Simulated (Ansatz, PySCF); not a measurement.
Stepwise substitution at one centre (B H-SiH3). Gas-phase values, no solvent. Strings in code marks are SMILES.

Quantity: vertical ionisation energy (energy after one electron is removed minus that of the parent at the parent's geometry), in eV.

Level 1: PBE/6-31G* // B3LYP-D3(BJ)/def2-TZVP (PySCF)
Level 2: minus the HOMO energy of PBE-D3(BJ)/def2-TZVP // B3LYP-D3(BJ)/def2-TZVP (PySCF)
Level 3: minus the HOMO energy of SVWN5/6-31G* // B3LYP-D3(BJ)/def2-TZVP (PySCF)
Level 4: HF/cc-pVQZ // B3LYP-D3(BJ)/def2-TZVP (Ansatz, a quantum-chemistry and plane-wave program)

```csv
species,level 2,level 3,level 4
`B`,8.48,8.28,12.43
`B[SiH3]`,7.24,7.13,10.05
```

### Question
What does level 1 give for each?

### Answer

- `B`: 12.88
- `B[SiH3]`: 10.59
